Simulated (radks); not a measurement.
Effect of the nuclear size on the iridium ion Ir+, [Xe] 4f14 5d7 6s1. All-electron calculation, Dirac Kohn-Sham, PBE, spin-unpolarised, spherical densities, finite nucleus; open shells fill j = l - 1/2 first; Fermi nuclear charge, rms radius 5.4032 fm. Program: a radial shooting solver on a logarithmic mesh with Libxc functionals. The rms radius is varied about that value; shifts are against it.

rms radius (fm)  total energy shift (eV)  density at nucleus (e/bohr^3)  1s1/2 shift (meV)  2s1/2 shift (meV)  4p1/2 shift (meV)  5s1/2 shift (meV)  5p1/2 shift (meV)  6s1/2 shift (meV)  6p1/2 (empty) shift (meV)
4.3928                             -27.3                      1.969e+06             -11000              -1600              -1.12              -16.6              0.239              -1.69                      0.150
4.8791                             -14.6                      1.892e+06              -5890               -854             -0.601              -8.90              0.127             -0.904                      0.080
5.4032                                 0                      1.821e+06              0.000              0.000              0.000              0.000              0.000              0.000                      0.000
5.5923                              5.51                      1.797e+06               2220                321              0.228               3.35             -0.048              0.340                     -0.030
5.9651                              16.7                      1.754e+06               6730                975              0.694               10.2             -0.144               1.03                     -0.092

Slopes of the eigenvalues against <r^2> in GHz/fm^2, as finite differences over the two radii next to the reference (eigenvalue slopes, not the field-shift constants of lines): 1s1/2 263000, 2s1/2 38100, 4p1/2 26.8, 5s1/2 396, 5p1/2 -5.66, 6s1/2 40.3, 6p1/2 (empty) -3.58.
